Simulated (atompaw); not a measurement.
**How hard is this Ir (Z = 77) PAW (atompaw) potential?**

* Element: iridium (Ir)
* Generator: atompaw 4.2.0.5
* Type: PAW
* Functional: PBE
* Relativity: scalar-relativistic
* Frozen core: [Kr] 4d10 4f14
* Valence charge: 17
* Reference configuration: 5s2 5p6 5d7 6s2 6p0
* Partial waves: 5s (bound): rc 1.85 bohr; 6s (bound): rc 2.20 bohr; 5p (bound): rc 1.30 bohr; 6p (bound, empty): rc 2.20 bohr; 5d (bound): rc 2.20 bohr; 5d channel at 2.2 Ry: rc 2.20 bohr
* Local potential: ultrasoft scheme with l = 3 at 1 Ry, radius 1.45 bohr
* Core correction: smooth core density matched at 1.35 bohr
* Augmentation charge: sinc compensation charge, radius 1.80 bohr; PAW radius 2.20 bohr; waves and projectors: custom rrkj gramschmidtortho

The pseudo-atom Hamiltonian at the reference potential is diagonalised in spherical Bessel functions j_l(qr) that vanish at 20 bohr, with q² up to the cutoff. All-electron valence levels (Ry): 5s -7.2018, 6s -0.4653, 5p -4.0203, 6p -0.0894, 5d -0.5253.

Problem. How do the lowest levels (Ry) of each channel move with the cutoff, and are there ghosts?

Solution.

| cutoff (Ry) | s #1 | s #2 | p #1 | p #2 | d #1 | f #1 | Σ f·Δε (mRy) |
| --- | --- | --- | --- | --- | --- | --- | --- |
| 8 | -6.8140 | -0.4646 | -0.0911 | 0.0524 | -0.3631 | 0.1135 | 25488.5 |
| 15 | -7.1939 | -0.4652 | -3.0036 | -0.0892 | -0.5102 | 0.1135 | 6222.3 |
| 21 | -7.2008 | -0.4653 | -3.7569 | -0.0893 | -0.5246 | 0.1135 | 1588.3 |
| 35 | -7.2018 | -0.4653 | -4.0092 | -0.0893 | -0.5252 | 0.1135 | 67.8 |
| 45 | -7.2018 | -0.4653 | -4.0191 | -0.0893 | -0.5253 | 0.1135 | 8.1 |
| 60 | -7.2018 | -0.4653 | -4.0200 | -0.0893 | -0.5253 | 0.1135 | 2.4 |
| 80 | -7.2018 | -0.4653 | -4.0201 | -0.0893 | -0.5253 | 0.1135 | 1.3 |
| 110 | -7.2018 | -0.4653 | -4.0203 | -0.0893 | -0.5254 | 0.1135 | 0.4 |
| 400 | -7.2018 | -0.4653 | -4.0203 | -0.0893 | -0.5254 | 0.1135 | 0.0 |

Result: no extra level below or beside the all-electron valence levels (s, p, d, f tested); 10 mRy is reached at 45 Ry and 1 mRy at 90 Ry.
